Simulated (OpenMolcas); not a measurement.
## Cr3+: moving or changing the point charges

Cr3+ among 5 point charges of -2 e arranged as a trigonal bipyramid (D3h), 1.97 Å from the ion, with the axial distance 1.714 Å.
```
   1.9700    0.0000    0.0000  -2.00
  -0.9850    1.7061    0.0000  -2.00
  -0.9850   -1.7061    0.0000  -2.00
   0.0000    0.0000    1.7139  -2.00
   0.0000    0.0000   -1.7139  -2.00
```

- Program: OpenMolcas 26.06
- Method: CASSCF
- Basis: ANO-RCC-VTZP [6s5p3d2f1g]
- Scalar Hamiltonian: DKH2, point nucleus
- Active space: 3 electrons in 5 orbitals (3d)
- State averaging: 2S+1 = 4 even, 10 roots; 2S+1 = 2 even, 40 roots
- Spin-orbit coupling: RASSI with atomic mean-field integrals over the reference wave functions

Runs around this geometry, states (labels of D3, the rotations of D3h). Energies in cm-1 above the lowest state or level, χT in cm3 K/mol.

```csv
R (Å),q (e),Ground state,First state of that spin,First gap with spin-orbit (degeneracies),χT at 300 K,First state of another spin
1.97,-1.3,4E,4E 1035,"158.8 (2, 2)",1.199,2E 18336
1.97,-2,4E,4E 539.3,"148.0 (2, 2)",1.152,2E 18273
2.12,-2,4E,4E 456.0,"144.0 (2, 2)",1.124,2E 18141
```

Taking the first state of the same spin as R^-n, n = -ln(456 / 539.3) / ln(2.12 / 1.97) = 2.3 between the shortest and longest distance.

Scaling the charges by -1.3 / -2 = 0.65 scales the first state of the same spin by 1035 / 539.3 = 1.92; with fixed orbitals a first-order splitting would follow the charge.

An orbital doublet at a regular site is open to a Jahn-Teller distortion, which this geometry leaves out. Without dynamic correlation the repulsion within the d shell is too large (B by tens of per cent), so at a given field states of lower spin stand too high. Point charges carry no covalency, so the field is a model and not that of real ligands. No measured value stands beside these numbers.
